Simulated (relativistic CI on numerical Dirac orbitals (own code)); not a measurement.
# A ladder of approximations for the levels of Cu2+

Calculated with a relativistic CI code on KLI orbitals (one set per configuration, finite nucleus), adding one ingredient at a time: step 1, Dirac-Coulomb, each configuration alone; step 2, with Breit and QED terms; step 3, with configuration mixing; step 4, with scaled Slater integrals (0.85); step 5, with a P86 correlation estimate; step 6, tied to the ionisation limit. P86 is a density functional for the correlation energy, evaluated here for each configuration and added to its levels. Step 6 is semi-empirical: configurations made of the next ion and one excited electron move by 11857 cm⁻¹, so that their limit matches the tabulated ionisation energy, and those with a non-penetrating f or g electron also take the P86 value of the least penetrating other one.

CI space (outside the closed core [Ar]): 3d9, 3d8 4s, 3d8 4p, 3d8 5s, 3d8 4d, 3d8 5p, 3d7 4s 4p, 3d8 4f, 3d8 5d, 3d8 5f, 3d7 4s2, 3d6 4s2 4p, 3d6 4s2 5s, 3d6 4s2 4d, 3d6 4s2 5p, 3d6 4s2 4f.

Computed minus measured energy above the ground level, in cm⁻¹, for 14 of the 60 excited levels that pair in every step (one J of a term; a digit in brackets numbers repeated terms):

```
Configuration  Term    J  Measured  Step 1  Step 2  Step 3  Step 4  Step 5  Step 6
          3d9    2D  3/2      2072      92     -58     -71     -92     -92     -91
       3d8 4s    4F  9/2     60805  -13679  -13441  -13077  -10682   -5527    6315
       3d8 4s    2F  7/2     67017  -11891  -11686  -11441  -10150   -4992    6849
       3d8 4s    2D  5/2     77968   -9739   -9440   -9194   -9912   -4755    7086
       3d8 4s    4P  3/2     80306   -9321   -9127   -8961   -9784   -4626    7216
       3d8 4s    2P  1/2     86134   -7633   -7421   -7208   -9223   -4066    7776
       3d8 4s    2G  9/2     89018   -9622   -9503   -9264  -11461   -6304    5537
       3d8 4p   4D°  7/2    118885  -16269  -16099  -16323  -13538   -7428    4373
       3d8 4p   4G°  9/2    121338  -16104  -15956  -15885  -13557   -7452    4364
       3d8 4p   4F°  9/2    123550  -15983  -15847  -16082  -13899   -7787    4007
       3d8 4p   2D°  3/2    128436  -14471  -14422  -14723  -13273   -7163    4643
       3d8 4p   4P°  3/2    136484  -12535  -12332  -12406  -12785   -6677    5134
       3d8 4p   2H°  9/2    146535  -12862  -12814  -12737  -14480   -8375    3444
      3d7 4s2    4F  9/2    166159  -17900  -17404  -17845  -13443   -4669   -4610
```

Mean absolute errors in cm⁻¹, over all paired levels and for the configurations:

| Configuration, levels | Step 1 | Step 2 | Step 3 | Step 4 | Step 5 | Step 6 |
| --- | --- | --- | --- | --- | --- | --- |
| all, 60 | 12558 | 12421 | 12560 | 12510 | 6546 | 4909 |
| 3d9, 1 | 92 | 58 | 71 | 92 | 92 | 91 |
| 3d8 4s, 14 | 10184 | 9998 | 9750 | 10311 | 5154 | 6688 |
| 3d8 4p, 41 | 13154 | 13061 | 13304 | 13468 | 7357 | 4443 |
| 3d7 4s2, 4 | 17873 | 17436 | 17898 | 13499 | 4725 | 4663 |

Measured levels: Sugar and Musgrove, J. Phys. Chem. Ref. Data 19, 527 (1990). Some J values or terms of the table were assigned by a fit.

The mean absolute error is lowest at step 6 (4909 cm⁻¹), and the largest single drop is from step 4 to 5 (12510 to 6546). The Breit and QED terms change the top of the ground term (measured 2072) from 2164 to 2014. Mixing lowers the ground level by 463; relative to it the configurations that move most are 3d7 4s2 by -462, 3d8 4s by +249, 3d8 4p by -243. The P86 estimate moves 3d7 4s2 by +8774, 3d8 4p by +6111, 3d8 4s by +5157, and takes the mean absolute error of the excited configurations from 12721 to 6656. Step 6 takes that error from 6656 to 4991.
